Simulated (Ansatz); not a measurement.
(BeO)n off: PBE-D4/def2-TZVP single points in Ansatz on relaxed structures, gas phase. Each cluster is the lowest isomer that a short search found in that spin, judged at the geometry's level, and lower ones may exist. Binding counts from free atoms in the multiplicity of their measured ground term, without zero-point energy. Singlets are spin-restricted. The structures are stationary points that may keep the symmetry of their start. Remarks come from the PBE and PBE0 runs and from stability tests at other levels; not every state was tested.

Task: Estimate the order by LUMO (eV), lowest first.
A. Be4O3 (singlet)
B. Be2O3 (with an O–O bond) (singlet)
C. Be7O8 (with an O–O bond) (singlet)

Result: C (-3.52), B (-2.93), A (-1.66).

In full:

| species | atoms | state | geometry | HOMO (eV) | LUMO (eV) | gap (eV) | binding per atom (eV) | lowest of the spins relaxed | point group (within 0.1 Å) | remarks |
| --- | --- | --- | --- | --- | --- | --- | --- | --- | --- | --- |
| Be2O3 (with an O–O bond) | 5 | singlet | PBE-D4/def2-TZVP | -5.67 | -2.93 | 2.74 | 4.08 | singlet, of singlet/triplet/quintet | C2v | – |
| Be4O3 | 7 | singlet | PBE0-D4/def2-SVP | -5.94 | -1.66 | 4.28 | 4.62 | – | C2v | – |
| Be7O8 (with an O–O bond) | 15 | singlet | PBE-D4/def2-SVP | -6.45 | -3.52 | 2.93 | 5.13 | – | – | restricted SCF unstable in HF |

The gap (eV) runs from 2.74 (Be2O3 (with an O–O bond)) to 4.28 (Be4O3). The binding per atom (eV) runs from 4.08 (Be2O3 (with an O–O bond)) to 5.13 (Be7O8 (with an O–O bond)).
